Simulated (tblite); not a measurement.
Parent: `[SiH3:1][CH:2]1[CH:3]=[CH:4]1`, C3H6Si.

Structures optimised with GFN2-xTB, isolated species. One conformer each, not checked by frequencies here.

| coordinate of the parent | value |
| --- | --- |
| Si1–C2 | 1.886 Å |
| C2–C3 | 1.514 Å |
| C3=C4 | 1.293 Å |
| C2–C4 | 1.514 Å |
| Si1–C2–C3 | 121.9° |
| Si1–C2–C4 | 122.0° |
| C3–C2–C4 | 50.6° |
| C2–C3–C4 | 64.7° |
| C2–C4–C3 | 64.7° |

Q: How does the shared frame change in `[CH3:1][CH2:2][CH2:3][SiH2:4][CH:5]1[CH:6]=[CH:7]1` with C1–C2–C3–Si4 178°, C2–C3–Si4–C5 61°, C3–Si4–C5–C6 -155°, C6H12Si? Atoms pair as Si1 = Si4, C2 = C5, C3 = C6, C4 = C7 (parent first).

A: 
```csv
parent,relative,value in the relative,change
Si1–C2,Si4–C5,1.889 Å,+0.003
C2–C3,C5–C6,1.513 Å,-0.001
C3=C4,C6=C7,1.293 Å,0.000
C2–C4,C5–C7,1.514 Å,0.000
Si1–C2–C3,Si4–C5–C6,122.0°,+0.1
Si1–C2–C4,Si4–C5–C7,121.8°,-0.2
C3–C2–C4,C6–C5–C7,50.6°,0.0
C2–C3–C4,C5–C6–C7,64.8°,+0.1
C2–C4–C3,C5–C7–C6,64.7°,0.0
```

No shared bond changes by more than 0.004 Å. Bonds of the relative outside the shared frame: C1–C2 1.525, C2–C3 1.527, C3–Si4 1.904 Å. Point group Cs → C1.

All values are computed, not measured.
